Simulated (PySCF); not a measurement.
Fine-structure interval of Ti⁵⁺ by level of theory

Ti⁵⁺ [Ne] 3s2 3p5 [3p1/2^2 3p3/2^3, M_J = 3/2] → Ti⁵⁺ [Ne] 3s2 3p5 [3p1/2^1 3p3/2^4, M_J = 1/2], as a difference of total energies. All numbers are calculated (PySCF 2.14, the two-component X2C-1e Hamiltonian, in an uncontracted even-tempered set (21 s from 0.2 bohr⁻², ratio 2.4; 14 p from 0.26 bohr⁻², ratio 2.4; 5 d from 2.5 bohr⁻², ratio 2.6; 5 f from 3.7 bohr⁻², ratio 2.6)). Correlated levels: 1s2 frozen; the 52 highest virtual spinors dropped. "Screened" scales the spin-orbit matrix elements by Boettger's factors to mimic the two-electron term; Breit and QED terms are absent.

```csv
method,fine-structure interval (cm⁻¹)
GHF (screened spin-orbit),5401.1
GMP2 (screened spin-orbit),6125.6
GHF (bare spin-orbit),6006.2
```
